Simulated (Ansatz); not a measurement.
The same molecule with X = O, S, Se, Te. Ansatz, PBE0-D4/def2-TZVP geometries, multiplicity 1. Each molecule was computed in one conformer, which needn't be the lowest.

Elements past krypton have def2 core potentials. Scalar relativity is left out up to krypton.

```csv
X,molecule,mean X–C bond length / Å,mean X–Si bond length / Å,HOMO–LUMO gap (B3LYP/def2-TZVPP) / eV,HOMO energy (PBE0/def2-TZVPP) / eV,HOMO energy (B3LYP/def2-TZVPP) / eV
O,`C=CO[SiH2]C`,1.348,1.664,6.87,-6.92,-6.71
Se,`C=C[Se][SiH2]C`,1.898,2.282,5.82,-6.34,-6.12
Te,`C=C[Te][SiH2]C`,2.105,2.496,5.11,-6.07,-5.86
```

(1) Give the row for X = S, `C=CS[SiH2]C`. (An estimate is asked.)

Answers

(1) Ansatz gave: 
| X | molecule | mean X–C bond length / Å | mean X–Si bond length / Å | HOMO–LUMO gap (B3LYP/def2-TZVPP) / eV | HOMO energy (PBE0/def2-TZVPP) / eV | HOMO energy (B3LYP/def2-TZVPP) / eV |
| --- | --- | --- | --- | --- | --- | --- |
| S | `C=CS[SiH2]C` | 1.759 | 2.141 | 5.92 | -6.57 | -6.35 |

From O to Te the mean X–C bond length rises at each step, by 0.757 Å in all; the mean X–Si bond length rises at each step, by 0.832 Å in all; the HOMO–LUMO gap (B3LYP/def2-TZVPP) falls at each step, by 1.76 eV in all; the HOMO energy (PBE0/def2-TZVPP) rises at each step, by 0.85 eV in all; the HOMO energy (B3LYP/def2-TZVPP) rises at each step, by 0.85 eV in all. Bonds lengthen as the atom grows down the group.

B3LYP here is the variant with VWN-RPA as its local correlation; programs differ in this.

Spin–orbit coupling is left out; it splits and shifts lone-pair levels of the heavy atoms by tenths of an eV.
